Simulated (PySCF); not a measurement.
4-sulfanylbutanal (C4H8OS), SMILES O=CCCCS.

Geometry: PBE-D3(BJ)/def2-SVP. The values are those of a single conformer.

Method: PySCF with SMD-ωB97X/6-31G*.

Solvation free energies are E(SMD) − E(gas) at the gas-phase geometry, for 1 M in both phases. In vacuum the dipole moment is 4.12 D.

```csv
solvent,ΔG(solv) (kcal/mol),its non-electrostatic (CDS) part,dipole (D)
water,-5.6,3.8,5.66
methanol,[?],[?],[?]
ethylethanoate,-8.3,-3.0,4.97
```

### Question
What belongs in the gaps? (An estimate is asked for; the answer gives what the named calculation found.)

### Answer

- methanol, ΔG(solv) (kcal/mol): -8.7
- methanol, its non-electrostatic (CDS) part: 0.3
- methanol, dipole (D): 5.61
